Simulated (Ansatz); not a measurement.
A run for Ansatz (a first-principles code): U-r2SCAN/def2-TZVPP on ClGeH3 (SMILES [Cl][GeH3]), a point of a bond scan (R = 5.002 Å).

Ansatz 0.2 input:
```yaml
crystal:
  periodic: [false, false, false]
  atoms:
    - {symbol: Ge, position_ang: [-0.68437382, 0.03163627, 0.00355747]}
    - {symbol: Cl, position_ang: [4.31248304, -0.19935137, -0.02241687]}
    - {symbol: H, position_ang: [-1.06958507, 1.46669244, -0.37372973]}
    - {symbol: H, position_ang: [-1.14315274, -0.32666519, 1.42174700]}
    - {symbol: H, position_ang: [-1.18623477, -0.98290436, -1.03034895]}
basis:
  gaussian:
    orbitals: def2-TZVPP
hamiltonian:
  xc: {name: r2SCAN}
magnetization: {spin_polarized: true, initial_magnetization: 0}
```

The head of its log:

```
WARN ansatz: RAYON_NUM_THREADS=1 ignored (pool sized by the plan → 1); use --threads N
Functional definition: r2SCAN
integrals: 0.04 GiB planned
829 factors; their error is unknown
mean field: 0.42 GiB planned
mean field evaluation 1: about -69080.6154 eV, gradient 2.4e1 eV
mean field evaluation 2: about -68842.6232 eV, gradient 9.0e1 eV
```

Problem. What total energy does the run end on?

Solution. -2538.8621 hartree. Its determinant has ⟨S²⟩ = 0.78, a mixture of spin states.
